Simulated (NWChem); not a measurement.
Everything below was run with NWChem. System: CBr$_{2}$Cl$_{2}$, charge 0, spin multiplicity 1, at a geometry optimised with PBE0/def2-SVP. The structure started from a generated list of species. Level: RHF/def2-SVP.

The NWChem input:

```
start mol
memory heap 200 mb stack 800 mb global 1000 mb
geometry units angstroms nocenter noautoz
  Cl     0.000000    -1.443613    -1.416276
  C      0.000000     0.000000    -0.404682
  Cl     0.000000     1.443613    -1.416276
  Br     1.584164     0.000000     0.722593
  Br    -1.584164     0.000000     0.722593
  symmetry group C2v
end
basis spherical
  * library def2-svp
end
scf
  rhf
  nopen 0
  maxiter 100
  thresh 1e-7
  semidirect memsize 60000000 filesize 0
end
task scf energy
```

Part of the output:

```
             Northwest Computational Chemistry Package (NWChem) 7.3.0
             --------------------------------------------------------

                                NWChem Input Module
                                -------------------

 Scaling coordinates for geometry "geometry" by  1.889725989
 (inverse scale =  0.529177249)

 Turning off AUTOSYM since
 SYMMETRY directive was detected!

                             Geometry "geometry" -> ""
                             -------------------------

 Output coordinates in angstroms (scale by  1.889725989 to convert to a.u.)

  No.       Tag          Charge          X              Y              Z
 ---- ---------------- ---------- -------------- -------------- --------------
    1 Cl                  17.0000     0.00000000    -1.44361300    -1.41627600
    2 C                    6.0000     0.00000000     0.00000000    -0.40468200
    3 Cl                  17.0000     0.00000000     1.44361300    -1.41627600
    4 Br                  35.0000     1.58416400     0.00000000     0.72259300
    5 Br                  35.0000    -1.58416400     0.00000000     0.72259300

 Effective nuclear repulsion energy (a.u.)     849.0616104538

            Nuclear Dipole moment (a.u.)
            ----------------------------
        X                 Y               Z
 ---------------- ---------------- ----------------
     0.0000000000     0.0000000000     0.0000642507

      Symmetry information
      --------------------

 Group name             C2v
 Group number             16
 Group order               4
 No. of unique centers     3

      Symmetry unique atoms

     1    2    4


 Summary of "ao basis" -> "" (spherical)
 ------------------------------------------------------------------------------
       Tag                 Description            Shells   Functions and Types
 ---------------- ------------------------------  ------  ---------------------
 *                          def2-svp                  on all atoms

 Summary of "ao basis" -> "ao basis" (spherical)
 ------------------------------------------------------------------------------
[...]
    62      0.266909  4 Br px                94      0.266909  5 Br px
    61      0.186948  4 Br pz                93     -0.186948  5 Br pz

 Vector   56  Occ=0.000000D+00  E= 7.631105D-02  Symmetry=a1
              MO Center=  1.5D-14,  3.3D-15,  3.0D-01, r^2= 4.4D+00
   Bfn.  Coefficient  Atom+Function         Bfn.  Coefficient  Atom+Function
  ----- ------------  ---------------      ----- ------------  ---------------
    21      1.470836  2 C  s                 65      0.673215  4 Br px
    97     -0.673215  5 Br px                55     -0.548104  4 Br s
    87     -0.548104  5 Br s                 27      0.450491  2 C  pz
    20      0.444264  2 C  s                 67      0.404398  4 Br pz
    99      0.404398  5 Br pz                 4     -0.242260  1 Cl s

 Vector   57  Occ=0.000000D+00  E= 1.264650D-01  Symmetry=b1
              MO Center=  7.5D-14,  1.4D-14,  1.7D-01, r^2= 4.0D+00
   Bfn.  Coefficient  Atom+Function         Bfn.  Coefficient  Atom+Function
  ----- ------------  ---------------      ----- ------------  ---------------
    25      1.125980  2 C  px                65      0.562482  4 Br px
    97      0.562482  5 Br px                67      0.552086  4 Br pz
    99     -0.552086  5 Br pz                55     -0.527402  4 Br s
    87      0.527402  5 Br s                 22      0.494319  2 C  px
    11     -0.238082  1 Cl px                43     -0.238082  3 Cl px

 Vector   58  Occ=0.000000D+00  E= 1.709534D-01  Symmetry=a1
              MO Center= -4.9D-14,  2.4D-13, -9.0D-01, r^2= 3.3D+00
   Bfn.  Coefficient  Atom+Function         Bfn.  Coefficient  Atom+Function
  ----- ------------  ---------------      ----- ------------  ---------------
    27      1.091193  2 C  pz                12      0.719717  1 Cl py
    21     -0.722652  2 C  s                 44     -0.719717  3 Cl py
     4      0.635889  1 Cl s                 36      0.635889  3 Cl s
    24      0.465843  2 C  pz                20     -0.293053  2 C  s
    65      0.277350  4 Br px                97     -0.277350  5 Br px

 center of mass
 --------------
 x =   0.00000000 y =   0.00000000 z =   0.09056571

 moments of inertia (a.u.)
 ------------------
        1324.508982593482           0.000000000000           0.000000000000
           0.000000000000        2236.421440761267           0.000000000000
           0.000000000000           0.000000000000        1952.888134110462

  Mulliken analysis of the total density
  --------------------------------------

    Atom       Charge   Shell Charges
 -----------   ------   -------------------------------------------------------
    1 Cl  17    17.04   2.00  1.99  1.22  0.74  5.94  2.09  3.01  0.04
    2 C    6     6.03   1.99  0.94  0.33  1.79  0.90  0.08
    3 Cl  17    17.04   2.00  1.99  1.22  0.74  5.94  2.09  3.01  0.04
    4 Br  35    34.95   2.00  2.00  2.00  1.37  0.60  6.00  5.99  2.30  2.66  8.23  1.73  0.09
    5 Br  35    34.95   2.00  2.00  2.00  1.37  0.60  6.00  5.99  2.30  2.66  8.23  1.73  0.09

       Multipole analysis of the density wrt the origin
       ------------------------------------------------

     L   x y z        total         open         nuclear
     -   - - -        -----         ----         -------
     0   0 0 0     -0.000000      0.000000    110.000000

     1   1 0 0      0.000000      0.000000      0.000000
     1   0 1 0     -0.000000      0.000000      0.000000
     1   0 0 1      0.074644      0.000000      0.000064

     2   2 0 0    -48.653225      0.000000    627.329905
     2   1 1 0      0.000000      0.000000      0.000000
     2   1 0 1      0.000000      0.000000      0.000000
     2   0 2 0    -49.972465      0.000000    253.033578
     2   0 1 1     -0.000000      0.000000      0.000000
     2   0 0 2    -49.392775      0.000000    377.571959

 Task  times  cpu:        2.5s     wall:        2.5s

 Total times  cpu:        2.5s     wall:        2.5s
```
